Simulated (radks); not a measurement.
Species: P+. Configuration: [Ne] 3s2 3p2. All-electron calculation, scalar-relativistic Kohn-Sham, LDA (Slater exchange, Perdew-Wang correlation), spin-polarised, spherical densities, finite nucleus; open shells are filled with parallel spins first; Fermi nuclear charge, rms radius 3.1889 fm; hard spherical wall at 20 bohr. Program: a radial shooting solver on a logarithmic mesh with Libxc functionals.

Normalised radial functions P(r) = r R(r), r in bohr:

| r | 2p up | 4s up |
|---|---|---|
| 0.01283 | 0.0164 | 0.0415 |
| 0.01684 | 0.0273 | 0.0510 |
| 0.02192 | 0.0443 | 0.0611 |
| 0.02877 | 0.0725 | 0.0715 |
| 0.03777 | 0.1167 | 0.0803 |
| 0.04918 | 0.1819 | 0.0849 |
| 0.06455 | 0.2806 | 0.0820 |
| 0.08406 | 0.4150 | 0.0678 |
| 0.1103 | 0.5976 | 0.0377 |
| 0.1448 | 0.8191 | -0.0093 |
| 0.1886 | 1.0491 | -0.0664 |
| 0.2475 | 1.2566 | -0.1236 |
| 0.3249 | 1.3721 | -0.1566 |
| 0.423 | 1.3431 | -0.1414 |
| 0.5553 | 1.1514 | -0.0629 |
| 0.7231 | 0.8495 | 0.0639 |
| 0.9491 | 0.5107 | 0.2025 |
| 1.246 | 0.2402 | 0.2781 |
| 1.622 | 0.0858 | 0.2260 |
| 2.129 | 0.0201 | 0.0258 |
| 2.772 | 0.0030 | -0.2443 |
| 3.639 | 0.0002 | -0.4640 |
| 4.777 | 0.0000 | -0.5067 |
| 6.22 | 0.0000 | -0.3830 |
| 8.164 | 0.0000 | -0.1997 |
| 10.72 | 0.0000 | -0.0691 |
| 13.95 | 0.0000 | -0.0153 |

2p up: eigenvalue -135.16 eV, 0 radial nodes, <r> = 0.486 bohr, 90 % of the charge inside 0.814 bohr. 4s up (empty): eigenvalue -5.016 eV, 3 radial nodes at r = 0.138, 0.639, 2.19 bohr, <r> = 4.95 bohr, 90 % of the charge inside 7.26 bohr.
